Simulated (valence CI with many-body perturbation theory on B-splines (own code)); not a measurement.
Energy levels of W⁶⁶⁺

Method: relativistic CI+MBPT: six valence electrons over a frozen Dirac-Fock core [He], a basis of 9 s, 9 p, 8 d, 6 f, 3 g, 1 h functions for each j, with the one-electron correlation potential Σ1 (screened to all orders), the two-electron term Σ2, the three-electron term Σ3, Breit, model QED; selected single and double excitations, second order for the rest, scaled by the run's own slope (own B-spline code, finite nucleus).

No measured spectrum was set against this ion. As an estimate, large intervals hold to a few tenths of a per cent, small ones and those within an open d or f shell to about a per cent. Among the levels kept, up to 2300 cm⁻¹ of a level comes from second order outside the variational space, and about a tenth of that is noise between levels of different J, which matters for small intervals.

Levels 1 to 45 of 57, with energies above the lowest level, (2s^2 2p1/2^2 2p3/2^2) J=2. "Leading %" is the weight of the configuration and term that name the level; weights of strongly mixed levels are sums over their largest components and can fall short, and the name can then belong to a minority configuration. In the jj column 3d3/2^4 stands for four electrons in 3d with j = 3/2. Lifetimes count E1, E2, E3, M1 and M2 decay at the calculated energies, and are blank where another channel may lead or the interval is too uncertain; long ones can be off by a factor of two.

| No. | Configuration | Term | J | E (Ry) | Leading % | Lifetime | g | Leading jj |
| --- | --- | --- | --- | --- | --- | --- | --- | --- |
| 1 | 2s2.2p4 | 3P | 2 | 0.00 | 68 |  | 1.305 | 2s^2 2p1/2^2 2p3/2^2 (100 %) |
| 2 | 2s2.2p4 | 1S | 0 | 4.48 | 65 | 11.7 ms |  | 2s^2 2p1/2^2 2p3/2^2 (100 %) |
| 3 | 2s2.2p4 | 3P | 1 | 102.83 | 100 | 34.9 ps | 1.469 | 2s^2 2p1/2 2p3/2^3 (100 %) |
| 4 | 2s2.2p4 | 1D | 2 | 104.21 | 68 | 78.5 ps | 1.121 | 2s^2 2p1/2 2p3/2^3 (100 %) |
| 5 | 2s.2p5 | 3P° | 2 | 132.76 | 100 | 99.1 fs | 1.463 | 2s 2p1/2^2 2p3/2^3 (100 %) |
| 6 | 2s.2p5 | 1P° | 1 | 138.94 | 63 | 39.9 fs | 1.154 | 2s 2p1/2^2 2p3/2^3 (100 %) |
| 7 | 2s2.2p4 | 3P | 0 | 208.91 | 65 | 10.6 ps |  | 2s^2 2p3/2^4 (99 %) |
| 8 | 2s.2p5 | 3P° | 0 | 236.47 | 100 | 50.0 fs |  | 2s 2p1/2 2p3/2^4 (100 %) |
| 9 | 2s.2p5 | 3P° | 1 | 239.28 | 63 | 45.9 fs | 1.265 | 2s 2p1/2 2p3/2^4 (100 %) |
| 10 | 2p6 | 1S | 0 | 274.52 | 99 | 24.5 fs |  | 2p1/2^2 2p3/2^4 (99 %) |
| 11 | 2s2.2p3.3s | 3P° | 2 | 635.33 | 49 | 8.84 fs | 1.482 | 2s^2 2p1/2^2 2p3/2 3s (100 %) |
| 12 | 2s2.2p3.3s | 1P° | 1 | 636.00 | 32 | 3.78 fs | 1.140 | 2s^2 2p1/2^2 2p3/2 3s (100 %) |
| 13 | 2s2.2p3.3p | 3P | 1 | 644.29 | 32 | 675 fs | 1.469 | 2s^2 2p1/2^2 2p3/2 3p1/2 (100 %) |
| 14 | 2s2.2p3.3p | 3D | 2 | 644.40 | 26 | 415 fs | 1.151 | 2s^2 2p1/2^2 2p3/2 3p1/2 (100 %) |
| 15 | 2s2.2p3.3p | 3D | 3 | 673.71 | 50 | 385 fs | 1.317 | 2s^2 2p1/2^2 2p3/2 3p3/2 (100 %) |
| 16 | 2s2.2p3.3p | 3P | 1 | 673.75 | 34 | 382 fs | 1.329 | 2s^2 2p1/2^2 2p3/2 3p3/2 (100 %) |
| 17 | 2s2.2p3.3p | 3P | 2 | 675.87 | 45 | 417 fs | 1.310 | 2s^2 2p1/2^2 2p3/2 3p3/2 (100 %) |
| 18 | 2s2.2p3.3p | 3P | 0 | 677.81 | 69 | 193 fs |  | 2s^2 2p1/2^2 2p3/2 3p3/2 (100 %) |
| 19 | 2s2.2p3.3d | 3D° | 2 | 682.61 | 33 | 7.34 fs | 1.028 | 2s^2 2p1/2^2 2p3/2 3d3/2 (100 %) |
| 20 | 2s2.2p3.3d | 3F° | 3 | 683.21 | 27 | 33.2 fs | 1.067 | 2s^2 2p1/2^2 2p3/2 3d3/2 (99 %) |
| 21 | 2s2.2p3.3d | 3D° | 1 | 683.48 | 35 | 2.48 fs | 1.072 | 2s^2 2p1/2^2 2p3/2 3d3/2 (100 %) |
| 22 | 2s2.2p3.3d | 3P° | 0 | 683.77 | 65 | 839 fs |  | 2s^2 2p1/2^2 2p3/2 3d3/2 (100 %) |
| 23 | 2s2.2p3.3d | 3F° | 4 | 690.11 | 51 | 5.73 ps | 1.234 | 2s^2 2p1/2^2 2p3/2 3d5/2 (100 %) |
| 24 | 2s2.2p3.3d | 3D° | 2 | 690.98 | 34 | 973 as | 1.219 | 2s^2 2p1/2^2 2p3/2 3d5/2 (99 %) |
| 25 | 2s2.2p3.3d | 3D° | 3 | 692.14 | 48 | 436 as | 1.203 | 2s^2 2p1/2^2 2p3/2 3d5/2 (99 %) |
| 26 | 2s2.2p3.3d | 3D° | 1 | 693.09 | 32 | 651 as | 1.073 | 2s^2 2p1/2^2 2p3/2 3d5/2 (100 %) |
| 27 | 2s2.2p3.3s | 5S° | 2 | 736.93 | 55 | 15.4 fs | 1.576 | 2s^2 2p1/2 2p3/2^2 3s (100 %) |
| 28 | 2s2.2p3.3s | 3S° | 1 | 737.83 | 55 | 3.52 fs | 1.296 | 2s^2 2p1/2 2p3/2^2 3s (100 %) |
| 29 | 2s2.2p3.3s | 3D° | 3 | 738.73 | 100 | 12.2 fs | 1.298 | 2s^2 2p1/2 2p3/2^2 3s (100 %) |
| 30 | 2s2.2p3.3s | 1D° | 2 | 739.38 | 67 | 3.89 fs | 1.019 | 2s^2 2p1/2 2p3/2^2 3s (100 %) |
| 31 | 2s2.2p3.3s | 3P° | 0 | 742.66 | 100 | 8.50 fs |  | 2s^2 2p1/2 2p3/2^2 3s (100 %) |
| 32 | 2s2.2p3.3s | 3P° | 1 | 742.92 | 67 | 6.17 fs | 1.299 | 2s^2 2p1/2 2p3/2^2 3s (100 %) |
| 33 | 2s2.2p3.3p | 5P | 1 | 745.67 | 46 | 1.30 ps | 1.634 | 2s^2 2p1/2 2p3/2^2 3p1/2 (100 %) |
| 34 | 2s2.2p3.3p | 3F | 2 | 746.26 | 34 | 712 fs | 1.194 | 2s^2 2p1/2 2p3/2^2 3p1/2 (100 %) |
| 35 | 2s2.2p3.3p | 3F | 3 | 747.50 | 44 | 517 fs | 1.078 | 2s^2 2p1/2 2p3/2^2 3p1/2 (100 %) |
| 36 | 2s2.2p3.3p | 3P | 2 | 750.44 | 50 | 357 fs | 1.296 | 2s^2 2p1/2 2p3/2^2 3p1/2 (99 %) |
| 37 | 2s2.2p3.3p | 3D | 1 | 751.29 | 74 | 609 fs | 0.632 | 2s^2 2p1/2 2p3/2^2 3p1/2 (100 %) |
| 38 | 2s2.2p3.3p | 3P | 0 | 754.83 | 65 | 370 fs |  | 2s^2 2p1/2 2p3/2^2 3p1/2 (99 %) |
| 39 | 2s.2p4.3s | 5P | 3 | 762.50 | 69 | 25.0 fs | 1.529 | 2s 2p1/2^2 2p3/2^2 3s (98 %) |
| 40 | 2s.2p4.3s | 3P | 2 | 764.74 | 58 | 4.37 fs | 1.369 | 2s 2p1/2^2 2p3/2^2 3s (98 %) |
| 41 | 2s.2p4.3s | 3S | 1 | 770.58 | 63 | 8.02 fs | 1.974 | 2s 2p1/2^2 2p3/2^2 3s (98 %) |
| 42 | 2s.2p4.3s | 3D | 1 | 771.06 | 33 | 4.00 fs | 0.975 | 2s 2p1/2^2 2p3/2^2 3s (95 %) |
| 43 | 2s.2p4.3s | 3P | 2 | 771.58 | 54 | 17.5 fs | 1.355 | 2s 2p1/2^2 2p3/2^2 3s (96 %) |
| 44 | 2s.2p4.3p | 5P° | 2 | 772.08 | 30 | 4.66 fs | 1.579 | 2s 2p1/2^2 2p3/2^2 3p1/2 (100 %) |
| 45 | 2s.2p4.3p | 3D° | 3 | 772.17 | 40 | 1.89 fs | 1.312 | 2s 2p1/2^2 2p3/2^2 3p1/2 (99 %) |

The ionisation energy to 2s2.2p3 2P°_3/2 of the next ion comes out as 16298 eV (NIST: 16252 ± 11 eV (semi-empirical)). All 57 levels together are meant to be complete up to 780.46 Ry.
